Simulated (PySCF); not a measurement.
**Correlation energy of Cs (caesium, neutral)**

[Xe] 6s1, 2S determinant. Computed with PySCF 2.14 in x2c-TZVPPall, with scalar relativity by spin-free X2C-1e. Frozen: [Kr] 4d10; 9 electrons correlated.

```json
{"level": "CCSD", "correlation energy (mhartree)": "-171.68"}
{"level": "(T)", "correlation energy (mhartree)": "-5.33"}
{"level": "CCSD(T)", "correlation energy (mhartree)": "-177.01"}
```

Diagnostics: T1 = 0.020, D1 = 0.0811, largest double amplitude 0.029.

**Question.** Is a single reference adequate?

**Answer.** Yes, within this model without spin-orbit coupling: T1 lies below 0.03 and no double amplitude reaches 0.07.

This basis was not built for core-valence correlation, so the inner-shell part is incomplete.
